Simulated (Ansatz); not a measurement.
System: methylidenesilane, CH₄Si, net charge 0, singlet state. 
Coordinates optimised at B3LYP-D3(BJ)/def2-TZVP (Ansatz, an electronic-structure program):
```xyz
6

C     -1.1498    -0.0548    -0.0450
Si     0.5479     0.0261     0.0215
H     -1.7685     0.8316    -0.0996
H     -1.6839    -0.9961    -0.0356
H      1.3979    -1.1745     0.0958
H      1.2833     1.3023     0.0091
```

Atomisation energy built up term by term with Ansatz (kcal/mol; UHF references for open shells; valence terms freeze the core; atomic spin-orbit terms are left out). CBS(X,Y): correlation extrapolated as X^-3; Hartree-Fock from the larger set.

The Hartree-Fock reference is unstable (checked in the largest basis), which strains HF and MP2. 

```csv
term,basis,kcal/mol
Hartree-Fock,cc-pV(Q+d)Z,341.76
CCSD correlation,"CBS(cc-pV(T+d)Z,cc-pV(Q+d)Z)",112.85
(T),"CBS(cc-pV(T+d)Z,cc-pV(Q+d)Z)",6.84
core correlation,cc-pwCVTZ,1.03
scalar relativity (X2C),cc-pVTZ-DK against cc-pVTZ,-0.75
sum: De,,461.7
```

(T) makes 1.5 % of the CCSD(T) atomisation energy; under 5 % is typical of single-reference molecules.
